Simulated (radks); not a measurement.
Values are calculated unless marked as measured or tabulated.
Question: Coulomb parameter of the 4d shell of the zirconium ion Zr+ in the model configuration [Kr] 4d1.5 5s1.5, as a second difference U = [E(n + 0.5) + E(n - 0.5) - 2 E(n)] / (0.5)^2 with all orbitals relaxed. "Bare": the charge of the atom changes with n. "Screened": the 5s shell takes up the change at fixed total charge, which measures U(4d,4d) + U(5s,5s) - 2 U(4d,5s). Code: a radial shooting solver on a logarithmic mesh with Libxc functionals. Model: scalar-relativistic Kohn-Sham, r2SCAN, spin-unpolarised, spherical densities, finite nucleus; meta-GGA in the generalised Kohn-Sham scheme; Fermi nuclear charge, rms radius 4.2694 fm. Estimate both.

Answer: U(bare) = 9.116 eV, U(screened by 5s) = 0.811 eV, against the Slater integral F0(4d,4d) = 11.963 eV with frozen orbitals.
